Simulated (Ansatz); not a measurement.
C2H13NSi3, SMILES [SiH2]([SiH3])N[SiH](C)C. Atoms are numbered in the order given.

```xyz
19

C     -2.0935    -1.6096    -0.1223
Si    -1.7921     0.1549    -0.6909
C     -2.7496     1.3837     0.3639
N     -0.0827     0.5349    -0.5523
Si     1.3445    -0.4679    -0.6282
Si     2.8099     0.1930     1.0894
H     -1.5907    -2.3449    -0.7693
H     -1.7345    -1.7601     0.9087
H     -3.1739    -1.8277    -0.1454
H     -2.2721     0.2853    -2.1054
H     -3.8347     1.2062     0.2844
H     -2.4622     1.2971     1.4245
H     -2.5609     2.4221     0.0438
H      0.1143     1.5351    -0.5412
H      2.0651    -0.3915    -1.9411
H      0.9281    -1.8859    -0.4338
H      3.0594     1.6652     0.9920
H      4.1271    -0.5097     1.0167
H      2.1956    -0.0798     2.4241
```
Charge 0, spin multiplicity 1.

Geometry: B3LYP-D3(BJ)/def2-SVP. This is a generated structure with no PubChem entry under its InChIKey; it may be hypothetical. One conformer was computed; it need not be the lowest.

Two levels are set side by side: PBE-D3(BJ)/def2-SVP (Ansatz, a program for electronic structure) and B3LYP-D3(BJ)/def2-SVP (Ansatz). Each level has its own optimised geometry; the coordinates shown are those of the second. Differences are taken from unrounded values.

| quantity | B3LYP-D3(BJ) | PBE-D3(BJ) | PBE-D3(BJ) minus B3LYP-D3(BJ) |
|---|---|---|---|
| mean bond length (Å) | 1.457 | 1.466 | 0.009 |
| bond C1–Si2 (Å) | 1.878 | 1.883 | 0.005 |
| bond Si2–C3 (Å) | 1.881 | 1.887 | 0.005 |
| bond Si2–N4 (Å) | 1.757 | 1.767 | 0.011 |
| bond N4–Si5 (Å) | 1.746 | 1.755 | 0.009 |
| bond Si5–Si6 (Å) | 2.352 | 2.355 | 0.003 |
| bond C1–H7 (Å) | 1.101 | 1.108 | 0.007 |
| bond C1–H8 (Å) | 1.102 | 1.109 | 0.007 |
| bond C1–H9 (Å) | 1.102 | 1.110 | 0.007 |
| bond Si2–H10 (Å) | 1.499 | 1.514 | 0.014 |
| bond C3–H11 (Å) | 1.102 | 1.109 | 0.007 |
| bond C3–H12 (Å) | 1.102 | 1.109 | 0.007 |
| bond C3–H13 (Å) | 1.103 | 1.110 | 0.007 |
| bond N4–H14 (Å) | 1.019 | 1.026 | 0.007 |
| bond Si5–H15 (Å) | 1.500 | 1.514 | 0.014 |
| bond Si5–H16 (Å) | 1.491 | 1.505 | 0.014 |
| bond Si6–H17 (Å) | 1.496 | 1.509 | 0.013 |

GGA bonds tend to be longer and softer than those of functionals with exact exchange. Differences between two approximate levels are no errors against the true value.
